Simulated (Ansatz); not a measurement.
BFGaHO, SMILES `F[B]1[O][GaH]1`. Charge 0, multiplicity 1.

Cartesian coordinates in Å:
```
F -2.0795 -0.8746 -0.1604
B -0.8639 -0.4277 0.0445
O 0.0472 -0.5382 0.9655
Ga 0.7265 0.6454 -0.5297
H 2.1697 1.1951 -0.3200
```

Q: What are the harmonic wavenumbers in cm⁻¹ at PBE0-D4/def2-TZVP (Ansatz, finite differences of forces, unscaled)? (Best estimate.)

A: The calculation gave: 237, 336, 348, 501, 506, 596, 1096, 1637, 1989.

Q: Is this a minimum?

A: Yes, all 9 modes are real.

Q: Give the ideal-gas thermochemistry at 298.15 K and 1 bar (rigid rotor, harmonic oscillator; point group Cs, symmetry number 1).

A: Zero-point energy 43.3 kJ/mol; H(298) − E = 58.2 kJ/mol; entropy 300.1 J/(mol·K), of which translation 168.2, rotation 106.6, vibration 25.3; G(298) − E = -31.3 kJ/mol.

Q: Rotational constants (cm⁻¹)?

A: 0.5511, 0.09348, 0.07992.
